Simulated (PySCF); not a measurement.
F2H4SSi2, SMILES [SiH](S[SiH3])(F)F.

The structure is a stationary point at TPSSh-D3(BJ)/def2-SVP. The structure was generated by enumeration, and PubChem lists no compound with its InChIKey, so it may never have been made. One conformer was computed; it need not be the lowest.

The numbers are results of PBE/def2-TZVP in PySCF, not measurements.

Gas-phase values at a fixed geometry.

Computed frontier levels, gap, dipole moment and polarisability:
```
Property                                                                                                       Result
---------------------------------------------------------------------------------------------  ----------------------
highest occupied level                                                                                       -6.86 eV
lowest empty level                                                                                           -1.37 eV
orbital gap                                                                                                   5.48 eV
dipole moment                                                                                                  1.04 D
quadrupole, principal values (traceless, Buckingham form, about the centre of nuclear charge)  -4.19, -3.63, 7.82 D·Å
mean static polarisability                                                                      70.4 bohr³ (10.43 Å³)
polarisability, principal values                                                               57.6, 65.8, 87.7 bohr³
```
